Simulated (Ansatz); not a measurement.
Basis-set extrapolation for C₄H₄F₆O, SMILES `FCC(F)C(F)(F)OC(F)F` (PBE0-D4/def2-TZVP geometry, frozen core, Ansatz). Multiplicity 1, RHF reference.

```tsv
	def2-TZVPP	def2-QZVPP
HF	-825.657812	-825.693101
MP2 correlation	-2.362689	-2.569886
CCSD(T) correlation	-2.468989	not run
```

Energies in hartree. Use E(X) = E(∞) + A·exp(−7.88·√X) for Hartree–Fock and E(X) = E(∞) + B·X^(−2.97) for correlation, with X = 3 and 4, and add CCSD(T) minus MP2 of the smaller set to the MP2 limit.

Task: What is the CCSD(T) energy at the basis-set limit?

Result: HF limit: -825.693101 + (-0.035289) × 0.13774 = -825.69796. MP2 limit: -2.569886 + (-0.207197) × 0.74074 = -2.72337. Higher-order term: -2.468989 − (-2.362689) = -0.10630. Total: -828.52763 hartree, 1052.4 kJ/mol below CCSD(T)/def2-TZVPP.
